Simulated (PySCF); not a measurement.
Compound: C₂H₁₂Ge₂OSi.
Cartesian coordinates in Å at the PBE0-D3(BJ)/def2-SVP level; atoms count from 1:
```
atom  x, y, z in Å
C1    -2.3559    1.4039   -0.4906
C2    -2.0831   -0.0612   -0.2480
O3    -0.6947   -0.2944   -0.3150
Si4    0.0392   -1.7663   -0.0097
Ge5    2.3506   -1.2211   -0.1441
Ge6    2.4073    1.1735   -0.5198
H7    -3.4353    1.6127   -0.4432
H8    -1.8464    2.0191    0.2659
H9    -1.9841    1.7041   -1.4815
H10   -2.6100   -0.6784   -1.0015
H11   -2.4741   -0.3647    0.7430
H12   -0.3599   -2.2738    1.3438
H13   -0.3858   -2.7910   -1.0178
H14    3.0531   -1.9697   -1.2940
H15    3.0921   -1.5742    1.1610
H16    3.8622    1.6778   -0.6112
H17    1.6850    1.5166   -1.8334
H18    1.7124    1.8978    0.6458
```

All values: wB97X-D/def2-SVPD (PySCF, non-relativistic), on one gas-phase PBE0-D3(BJ)/def2-SVP geometry that isn't relaxed in the solvent. The solvent is an IEF-PCM continuum (van der Waals radii × 1.2), and excitations are vertical TDDFT with non-equilibrium linear response and a frozen core. The model holds no explicit solvent molecules, cavitation or dispersion. Spin–orbit coupling is left out although an atom past zinc is present.

Gas-phase singlets (H = HOMO, L = LUMO):

```
state  E (eV)  λ (nm)      f  leading configurations
   S1   6.340     196  0.172       H→L 78%, H-2→L 8%
   S2   6.817     182  0.005    H-1→L 54%, H→L+3 28%
   S3   6.828     182  0.003    H→L+3 68%, H-1→L 23%
   S4   7.100     175  0.092     H→L+1 85%, H-2→L 9%
   S5   7.229     171  0.284    H-2→L 39%, H→L+2 33%
```

Q: Give the list for dichloromethane (ε = 8.93), n² = 2.03.

A: 
```json
{"state": "S1", "E (eV)": "6.316", "λ (nm)": "196", "f": "0.285", "leading configurations": "H→L 82%", "change by rank (eV)": "-0.024"}
{"state": "S2", "E (eV)": "6.817", "λ (nm)": "182", "f": "0.008", "leading configurations": "H-1→L 53%, H→L+3 28%", "change by rank (eV)": "0.000"}
{"state": "S3", "E (eV)": "6.823", "λ (nm)": "182", "f": "0.004", "leading configurations": "H→L+3 67%, H-1→L 22%", "change by rank (eV)": "-0.005"}
{"state": "S4", "E (eV)": "7.083", "λ (nm)": "175", "f": "0.209", "leading configurations": "H→L+1 92%", "change by rank (eV)": "-0.017"}
{"state": "S5", "E (eV)": "7.171", "λ (nm)": "173", "f": "0.369", "leading configurations": "H-2→L 46%, H→L+2 33%", "change by rank (eV)": "-0.058"}
```

Q: How do the frontier levels move from gas to dichloromethane?

A: 
| orbital | gas (eV) | solvent (eV) | change (eV) |
| --- | --- | --- | --- |
| LUMO+2 | 1.99 | 2.05 | +0.06 |
| LUMO+1 | 1.76 | 1.82 | +0.06 |
| LUMO | 1.16 | 1.23 | +0.07 |
| HOMO | -9.34 | -9.30 | +0.04 |
| HOMO-1 | -10.01 | -9.91 | +0.10 |
| HOMO-2 | -10.27 | -10.23 | +0.04 |
| HOMO-3 | -10.89 | -10.81 | +0.08 |

The HOMO–LUMO gap goes from 10.50 to 10.52 eV.

Hardware: Arm Neoverse V1, one thread (shared host). Cost: 2.0 min of wall time, 1.4 GiB resident at most. This is the whole response run at wB97X-D/def2-SVPD in dichloromethane, SCF included.
